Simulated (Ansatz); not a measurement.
Isolated molecules relaxed with PBE0-D4/def2-TZVP in Ansatz; ΔE leaves out vibrations. CBS: MP2 limit from def2 TZ/QZ plus the TZ coupled-cluster correction, frozen cores. This one scheme is used for every species. For Ge outer-core shells are correlated without core-valence functions, which leaves a few kJ/mol of doubt a bond. Scalar relativity is left out up to krypton. Each species was taken in one conformer, which may not be the lowest.

Reaction (ligand exchange at a Ge–N bond): `[SiH3][NH][GeH3]` + `CN[SiH2]O` → `C[N]([GeH3])[SiH2]O` + `N[SiH3]`

```tsv
level	ΔE (eV)
HF/CBS(def2)	0.11
MP2/CBS(def2)	-0.03
```

**Question.** What does CCSD(T)/CBS give? (Estimate.)

**Answer.** Computed: -0.01 eV. The listed levels differ from it by 0.12, -0.02 eV.

Largest T1 diagnostic among the species: 0.012.

In def2-TZVPP, CCSD(T) changes the Hartree–Fock value by −0.12 eV (the triples alone add −0.02 eV) and MP2 by −0.14 eV. The D4 term adds −0.05 eV with B3LYP and −0.03 eV with PBE0; it sums over pairs of atoms, weighted by their polarisabilities, and B3LYP, whose exchange is more repulsive, gets the larger term.

B3LYP here is the variant with VWN-RPA as its local correlation; programs differ in this.
